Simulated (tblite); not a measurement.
A geometry optimisation, step by step.

Species: C7H11BBrF.
SMILES with atom numbers: `[CH3:1][C:2]([CH3:3])([CH3:4])[C@@H:5]([Br:6])[C:7]#[C:8][BH:9][F:10]` (hydrogens: H11, H12, H13 on C1; H14, H15, H16 on C3; H17, H18, H19 on C4; H20 on C5; H21 on B9)

Computed with GFN2-xTB (tblite), gas phase: L-BFGS steps from a force-field or distance-geometry start until the largest atomic force falls under 0.01 eV/Å. 8 of its 124 geometries are shown.

Step 0: E = -833.1639 eV, largest atomic force 3.292 eV/Å
```
atom  x, y, z in Å  |  force x, y, z in eV/Å
C1     -2.307   -0.640   -0.307   -1.984   0.348  -1.189
C2     -0.927   -0.092   -0.114   -0.002  -0.431   1.209
C3     -0.859    1.303   -0.621   -0.623   1.569  -0.514
C4     -0.539   -0.065    1.362    0.059  -0.332   0.763
C5      0.037   -1.048   -0.761    1.454   0.055   0.056
Br6    -0.288   -1.240   -2.667    0.108  -0.159  -0.550
C7      1.421   -0.573   -0.603   -0.071  -0.445   0.109
C8      2.561   -0.174   -0.473    0.672   0.014   0.390
B9      4.019    0.338   -0.346   -1.177   2.963  -0.701
F10     4.157    1.707    0.136   -0.154  -3.209  -0.720
H11    -2.475   -0.690   -1.419   -0.129  -0.100   0.939
H12    -3.116    0.069    0.054    0.993  -0.976  -0.044
H13    -2.452   -1.659    0.081    0.017   0.550   0.114
H14    -1.442    1.934    0.087    0.251  -0.191  -0.605
H15     0.152    1.736   -0.649   -0.312  -0.365  -0.198
H16    -1.359    1.354   -1.611    0.563   0.252   0.474
H17    -0.590   -1.096    1.802   -0.071   0.973  -0.177
H18     0.509    0.279    1.425   -0.585  -0.033   0.312
H19    -1.219    0.632    1.905    0.633  -0.686  -0.210
H20    -0.118   -2.045   -0.308    0.376   0.212  -0.298
H21     4.826   -0.013   -1.148   -0.019  -0.009   0.840
```

Step 18: E = -834.0507 eV, largest atomic force 0.107 eV/Å
```
atom  x, y, z in Å  |  force x, y, z in eV/Å
C1     -2.356   -0.645   -0.282   -0.023  -0.019  -0.012
C2     -0.944   -0.093   -0.092   -0.026  -0.005   0.005
C3     -0.851    1.323   -0.658    0.000   0.009  -0.001
C4     -0.591   -0.082    1.401   -0.005   0.000  -0.009
C5      0.086   -1.011   -0.773    0.010  -0.019   0.015
Br6    -0.198   -1.195   -2.736   -0.100   0.035  -0.017
C7      1.435   -0.544   -0.616    0.031  -0.029  -0.052
C8      2.570   -0.129   -0.590    0.021   0.055   0.057
B9      3.961    0.449   -0.512    0.030  -0.036   0.022
F10     4.159    1.545    0.190   -0.004   0.007   0.004
H11    -2.602   -0.721   -1.338   -0.015  -0.001  -0.031
H12    -3.084    0.013    0.186    0.028   0.024   0.015
H13    -2.456   -1.632    0.166    0.029  -0.019   0.003
H14    -1.434    2.005   -0.044   -0.051   0.025  -0.031
H15     0.180    1.669   -0.666    0.026   0.002   0.017
H16    -1.234    1.357   -1.675   -0.002   0.007  -0.018
H17    -0.655   -1.084    1.821    0.010   0.017   0.007
H18     0.419    0.294    1.551   -0.014   0.008   0.027
H19    -1.284    0.561    1.939    0.006  -0.015  -0.006
H20    -0.015   -2.034   -0.402    0.023  -0.045   0.029
H21     4.886   -0.032   -1.048    0.026  -0.001  -0.024
```

Step 35: E = -834.0595 eV, largest atomic force 0.039 eV/Å
```
atom  x, y, z in Å  |  force x, y, z in eV/Å
C1     -2.351   -0.649   -0.273   -0.012  -0.013  -0.003
C2     -0.939   -0.093   -0.093   -0.018   0.005   0.010
C3     -0.850    1.322   -0.664   -0.005   0.011  -0.012
C4     -0.595   -0.075    1.402    0.009  -0.004   0.005
C5      0.089   -1.007   -0.787   -0.009   0.005   0.014
Br6    -0.269   -1.190   -2.743    0.021   0.014   0.022
C7      1.439   -0.534   -0.649    0.009  -0.025  -0.003
C8      2.572   -0.117   -0.580   -0.006  -0.005  -0.031
B9      3.973    0.440   -0.501   -0.014  -0.008   0.003
F10     4.184    1.526    0.213    0.023  -0.003   0.009
H11    -2.616   -0.710   -1.325   -0.017   0.008  -0.009
H12    -3.071   -0.001    0.221    0.013   0.014  -0.004
H13    -2.437   -1.642    0.163    0.016  -0.021  -0.006
H14    -1.480    1.998   -0.091   -0.023   0.003  -0.005
H15     0.173    1.690   -0.629    0.013   0.001   0.037
H16    -1.183    1.339   -1.700   -0.020   0.007  -0.027
H17    -0.644   -1.078    1.823    0.012  -0.008  -0.001
H18     0.404    0.321    1.571    0.015   0.006  -0.021
H19    -1.307    0.551    1.934    0.004  -0.001  -0.011
H20     0.008   -2.033   -0.416   -0.001   0.006   0.026
H21     4.890   -0.042   -1.052   -0.008   0.008   0.006
```

Step 53: E = -834.0640 eV, largest atomic force 0.015 eV/Å
```
atom  x, y, z in Å  |  force x, y, z in eV/Å
C1     -2.352   -0.656   -0.268    0.001   0.000  -0.004
C2     -0.944   -0.086   -0.097    0.002  -0.005   0.010
C3     -0.870    1.329   -0.669   -0.007  -0.006   0.002
C4     -0.582   -0.060    1.393    0.003   0.000   0.014
C5      0.086   -0.999   -0.787    0.006   0.000   0.004
Br6    -0.278   -1.205   -2.737    0.001   0.002  -0.012
C7      1.436   -0.525   -0.660    0.003   0.007   0.001
C8      2.569   -0.107   -0.599    0.010  -0.010  -0.001
B9      3.980    0.420   -0.498    0.003   0.000  -0.001
F10     4.217    1.468    0.264    0.000   0.002   0.011
H11    -2.640   -0.680   -1.316   -0.002   0.000  -0.009
H12    -3.069   -0.036    0.265    0.003   0.002   0.004
H13    -2.414   -1.667    0.131    0.008   0.001  -0.001
H14    -1.574    1.976   -0.152   -0.009   0.012   0.003
H15     0.131    1.740   -0.548    0.001  -0.001  -0.001
H16    -1.118    1.332   -1.728   -0.010  -0.001  -0.011
H17    -0.597   -1.063    1.815   -0.006  -0.009   0.002
H18     0.410    0.361    1.543    0.011   0.000  -0.001
H19    -1.299    0.548    1.937   -0.009   0.010  -0.005
H20     0.011   -2.019   -0.401   -0.003   0.000   0.005
H21     4.889   -0.057   -1.066   -0.005  -0.003  -0.010
```

Step 70: E = -834.0650 eV, largest atomic force 0.013 eV/Å
```
atom  x, y, z in Å  |  force x, y, z in eV/Å
C1     -2.346   -0.663   -0.266   -0.008  -0.004  -0.002
C2     -0.944   -0.081   -0.096   -0.006  -0.008   0.001
C3     -0.888    1.332   -0.675    0.002  -0.010   0.005
C4     -0.585   -0.050    1.395   -0.001   0.000  -0.002
C5      0.091   -0.990   -0.783    0.001   0.005  -0.006
Br6    -0.267   -1.196   -2.736   -0.002  -0.006   0.009
C7      1.442   -0.518   -0.653    0.004  -0.002   0.001
C8      2.581   -0.117   -0.598    0.001   0.008   0.000
B9      3.993    0.407   -0.500    0.003   0.001   0.002
F10     4.243    1.419    0.305    0.007   0.003   0.011
H11    -2.641   -0.672   -1.313   -0.003  -0.002  -0.007
H12    -3.064   -0.058    0.282   -0.011   0.000   0.000
H13    -2.396   -1.681    0.115    0.003  -0.002   0.005
H14    -1.606    1.970   -0.165    0.003   0.006   0.001
H15     0.105    1.761   -0.552    0.010  -0.008   0.003
H16    -1.132    1.325   -1.735   -0.002   0.004  -0.001
H17    -0.620   -1.050    1.823    0.004   0.005   0.002
H18     0.413    0.356    1.547   -0.001   0.000  -0.004
H19    -1.296    0.574    1.931    0.004   0.004  -0.002
H20     0.016   -2.011   -0.396   -0.001   0.009  -0.007
H21     4.891   -0.041   -1.109   -0.005  -0.002  -0.008
```

Step 88: E = -834.0661 eV, largest atomic force 0.014 eV/Å
```
atom  x, y, z in Å  |  force x, y, z in eV/Å
C1     -2.346   -0.677   -0.267    0.006   0.000   0.002
C2     -0.949   -0.080   -0.097    0.000   0.000   0.003
C3     -0.900    1.332   -0.679    0.000  -0.003   0.002
C4     -0.592   -0.035    1.395    0.004   0.001  -0.002
C5      0.096   -0.980   -0.781   -0.005   0.002   0.008
Br6    -0.263   -1.195   -2.731   -0.001  -0.009  -0.004
C7      1.443   -0.500   -0.650   -0.001  -0.004   0.002
C8      2.582   -0.098   -0.591   -0.003   0.000  -0.001
B9      4.003    0.400   -0.499    0.003  -0.002  -0.004
F10     4.301    1.337    0.377    0.004   0.004   0.011
H11    -2.644   -0.682   -1.313   -0.001   0.002   0.005
H12    -3.071   -0.089    0.291    0.003   0.006  -0.010
H13    -2.378   -1.700    0.105   -0.003   0.001   0.002
H14    -1.615    1.971   -0.168   -0.006   0.005   0.000
H15     0.094    1.761   -0.560    0.006   0.001  -0.001
H16    -1.147    1.324   -1.739   -0.004  -0.002  -0.004
H17    -0.644   -1.028    1.838    0.001   0.006  -0.002
H18     0.413    0.356    1.540    0.002  -0.001   0.003
H19    -1.291    0.612    1.919   -0.003  -0.014   0.000
H20     0.032   -2.001   -0.391   -0.009   0.000  -0.003
H21     4.868   -0.011   -1.177    0.008   0.007  -0.005
```

Step 105: E = -834.0677 eV, largest atomic force 0.026 eV/Å
```
atom  x, y, z in Å  |  force x, y, z in eV/Å
C1     -2.345   -0.678   -0.268   -0.005   0.004   0.005
C2     -0.950   -0.075   -0.098   -0.012  -0.005   0.010
C3     -0.908    1.333   -0.692    0.001  -0.019  -0.004
C4     -0.597   -0.026    1.394    0.006  -0.001   0.001
C5      0.102   -0.976   -0.773   -0.013   0.005   0.016
Br6    -0.259   -1.227   -2.719   -0.003   0.004   0.000
C7      1.447   -0.488   -0.645   -0.010  -0.007   0.007
C8      2.584   -0.082   -0.587    0.008  -0.003   0.006
B9      4.011    0.401   -0.499    0.017   0.008  -0.002
F10     4.377    1.167    0.508   -0.019  -0.014  -0.011
H11    -2.635   -0.705   -1.315    0.004  -0.005   0.003
H12    -3.074   -0.077    0.270   -0.001   0.013  -0.001
H13    -2.384   -1.692    0.129    0.017   0.003  -0.009
H14    -1.619    1.976   -0.179    0.014  -0.009  -0.002
H15     0.087    1.763   -0.594   -0.007  -0.002   0.012
H16    -1.172    1.310   -1.748    0.001   0.010  -0.010
H17    -0.635   -1.021    1.834    0.002   0.004   0.004
H18     0.402    0.379    1.543   -0.001   0.011   0.002
H19    -1.308    0.607    1.921    0.005  -0.002  -0.016
H20     0.043   -1.990   -0.364    0.002  -0.007  -0.015
H21     4.826    0.118   -1.296   -0.005   0.011   0.005
```

Step 123: E = -834.0694 eV, largest atomic force 0.010 eV/Å
```
atom  x, y, z in Å  |  force x, y, z in eV/Å
C1     -2.344   -0.679   -0.264    0.000   0.000   0.000
C2     -0.949   -0.077   -0.097   -0.002   0.001   0.000
C3     -0.902    1.326   -0.702    0.004   0.001  -0.003
C4     -0.597   -0.010    1.394    0.000  -0.003  -0.001
C5      0.100   -0.986   -0.767   -0.005   0.000  -0.006
Br6    -0.259   -1.233   -2.716   -0.002   0.000  -0.003
C7      1.446   -0.505   -0.635   -0.003  -0.001   0.004
C8      2.584   -0.100   -0.587   -0.002   0.000   0.008
B9      4.004    0.403   -0.501   -0.004   0.009   0.000
F10     4.409    1.003    0.599    0.001   0.000   0.006
H11    -2.623   -0.734   -1.314   -0.004   0.003   0.002
H12    -3.077   -0.060    0.248    0.004  -0.003   0.003
H13    -2.388   -1.682    0.157    0.000   0.005   0.004
H14    -1.608    1.976   -0.190    0.002  -0.007  -0.005
H15     0.095    1.752   -0.603    0.003   0.002  -0.001
H16    -1.164    1.302   -1.757   -0.002  -0.001   0.000
H17    -0.606   -1.002    1.842    0.004  -0.003   0.000
H18     0.388    0.428    1.542    0.002  -0.007  -0.002
H19    -1.327    0.604    1.916    0.001   0.003  -0.006
H20     0.033   -2.001   -0.363   -0.002   0.003   0.004
H21     4.775    0.289   -1.378    0.006   0.000  -0.004
```

Q: Summarise the path.

A: The energy falls by 0.9056 eV from step 0 to step 123; nine tenths of that is first reached at step 7. It never rises by more than 0.2 meV. The largest force goes from 3.292 to 0.010 eV/Å. Among the bonds B9–F10 changes most, from 1.458 to 1.317 Å; the atoms move by 0.257 Å rms after alignment.

Q: Follow the three bonds and two angles with the largest change from start to end.

A: 
```csv
step,E above end (eV),largest force (eV/Å),B9–F10 (Å),C5–Br6 (Å),C1–H12 (Å),C2–C1–H11 (°),C3–C2–C5 (°)
0,0.9056,3.292,1.458,1.944,1.135,106.3,114.9
5,0.1260,0.460,1.324,1.991,1.086,108.3,113.4
11,0.0522,0.215,1.320,1.986,1.085,110.1,112.6
16,0.0253,0.210,1.315,2.002,1.089,110.8,111.2
21,0.0157,0.075,1.319,1.994,1.087,110.8,110.4
27,0.0122,0.035,1.318,1.991,1.087,111.5,110.2
32,0.0110,0.040,1.317,1.997,1.088,111.1,110.0
37,0.0092,0.060,1.318,1.994,1.087,111.1,110.0
43,0.0065,0.039,1.317,1.996,1.088,111.0,110.4
48,0.0057,0.018,1.318,1.995,1.087,111.1,110.4
53,0.0054,0.015,1.317,1.993,1.087,111.1,110.4
59,0.0051,0.014,1.317,1.996,1.088,111.1,110.4
64,0.0048,0.025,1.318,1.993,1.087,111.1,110.4
70,0.0044,0.013,1.317,1.996,1.087,111.1,110.6
75,0.0041,0.018,1.318,1.994,1.088,111.0,110.6
80,0.0036,0.015,1.317,1.996,1.087,111.1,110.5
86,0.0034,0.013,1.317,1.995,1.088,111.1,110.4
91,0.0032,0.020,1.317,1.995,1.087,111.1,110.4
96,0.0027,0.033,1.318,1.994,1.088,111.1,110.4
102,0.0021,0.029,1.317,1.997,1.087,111.1,110.4
107,0.0016,0.154,1.320,1.994,1.087,111.2,110.5
112,0.0008,0.028,1.317,1.996,1.088,111.2,110.5
118,0.0003,0.025,1.317,1.997,1.087,111.1,110.4
123,0.0000,0.010,1.317,1.997,1.087,111.1,110.4
```

The cost below is that of the whole relaxation. On Intel Xeon Platinum 8259CL at 2.50 GHz, one thread, shared host with 96 logical CPUs at a one-minute load of 45, this took 1.9 s wall.
